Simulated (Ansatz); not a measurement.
Reactions of `F[Si]1([GeH3])CO1`.

Program: Ansatz. Geometries: PBE0-D4/def2-TZVP. ΔE: electronic, gas phase. CCSD(T)/CBS adds triple-zeta CCSD(T) − MP2 to the extrapolated MP2 energy (def2 sets, frozen cores). This one scheme is used for every species. Functionals use def2-TZVPP. For Ga, Ge outer-core shells are correlated without core-valence functions, which leaves a few kJ/mol of doubt a bond. Scalar relativity is left out up to krypton. Each species was taken in one conformer, which may not be the lowest.

| reaction | CCSD(T)/CBS(def2) (eV) |
| --- | --- |
| `F[Si]1([GeH3])CO1` + `C=C(N)O` → `C=C(N)[O][GeH3]` + `F[SiH]1CO1` | -0.05 |
| `F[Si]1([GeH3])CO1` + H–F → `F[Si]1(F)CO1` + GeH₄ | -1.23 |
| `F[Si]1([GeH3])CO1` + `[OH][GeH3]` → `[GeH3][O][GeH3]` + `F[SiH]1CO1` | -0.14 |
| `F[Si]1([GeH3])CO1` + `[OH][Ga]([F])[Cl]` → `O[Si]1(F)CO1` + `[F][Ga]([Cl])[GeH3]` | -0.99 |
| `F[Si]1([GeH3])CO1` → `FC1[O][GeH2][SiH2]1` | ? |

Task: Fill in the missing values. (An estimate is asked.)

Result: Ansatz gave: `F[Si]1([GeH3])CO1` → `FC1[O][GeH2][SiH2]1`: +1.94 eV.

Largest T1 diagnostic: 0.014, for `FC1[O][GeH2][SiH2]1`.
